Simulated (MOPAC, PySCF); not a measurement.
C$_{3}$H$_{7}$N, SMILES `C=NCC` (C–N–C–C torsion 121°), neutral singlet in the gas phase. 

Z-matrix (Å, degrees):
```
C
H 1 1.0952
H 1 1.1020 2 107.53
N 1 1.4440 2 107.21 3 120.42
C 4 1.2568 1 118.02 2 -119.67
H 5 1.0897 4 119.48 1 -179.62
H 5 1.0999 6 117.32 4 179.92
C 1 1.5176 2 109.16 3 -119.87
H 8 1.0914 1 110.44 2 -61.89
H 8 1.0920 9 108.66 1 -121.42
H 8 1.0923 9 108.04 10 -117.31
```
Charge 0, multiplicity 1.

All levels are single points at this geometry (PBE0-D3(BJ)/def2-TZVP); Pople sets use spherical d functions. Orbital energies aren't observables, and empty levels follow the basis.

HF/STO-3G in PySCF gives HOMO (eV) = -9.04.

Q: Estimate the HOMO (eV) from each of these levels: PBE-D3(BJ)/def2-TZVP in PySCF; PBE0-D3(BJ)/def2-TZVP in PySCF; BP86/6-31G* in PySCF; M06-2X/6-31G* in PySCF; SVWN5/6-31G* in PySCF; AM1 in MOPAC; PM3 in MOPAC; PM6 in MOPAC.

A: 
| level | HOMO (eV) |
|---|---|
| PBE-D3(BJ)/def2-TZVP in PySCF | -5.84 |
| PBE0-D3(BJ)/def2-TZVP in PySCF | -7.31 |
| BP86/6-31G* in PySCF | -5.62 |
| M06-2X/6-31G* in PySCF | -8.52 |
| SVWN5/6-31G* in PySCF | -5.54 |
| AM1 in MOPAC | -10.33 |
| PM3 in MOPAC | -10.03 |
| PM6 in MOPAC | -9.75 |
